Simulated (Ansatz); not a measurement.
Adding an electron: Ca₅Si₃⁺ (the lowest doublet isomer of a short search). Charge 1, multiplicity 2. Geometry: PBE-D4/def2-SVP. Ansatz, gas phase; energy differences of separate SCF runs; the reduced species is a singlet (the triplet lies 0.01 eV higher at PBE0-D4/def2-TZVP).

Cartesian coordinates in Å:
```
Ca 1.137 -2.909 0.137
Ca 1.861 0.441 1.715
Ca -1.358 1.897 1.823
Ca 0.944 2.669 -0.874
Ca -1.496 -1.795 -1.787
Si -1.285 0.829 -0.862
Si -0.720 -0.839 0.879
Si 0.917 -0.292 -1.031
```

The structure comes from a short search, and lower isomers may exist.

```json
{"level": "PBE-D4/def2-TZVP", "−HOMO (eV)": "5.88", "−LUMO (eV)": "5.39", "vertical EA (eV)": "4.04", "HOMO–LUMO gap (eV)": "0.49", "remarks": "restricted singlet, untested (singlet)"}
{"level": "B97M-V/def2-TZVP", "−HOMO (eV)": "5.86", "−LUMO (eV)": "5.52", "vertical EA (eV)": "4.08", "HOMO–LUMO gap (eV)": "0.35", "remarks": "restricted singlet, untested (singlet)"}
{"level": "PBE0-D4/def2-TZVP", "−HOMO (eV)": "6.36", "−LUMO (eV)": "4.81", "vertical EA (eV)": "3.93", "HOMO–LUMO gap (eV)": "1.54", "remarks": "restricted singlet, untested (singlet)"}
```

  HOMO and LUMO are the levels of the spin that leaves or enters (xTB has no such levels and no spin-polarisation term). Other spin states of the ions may lie lower, which would lower the ionisation energy or raise the affinity.
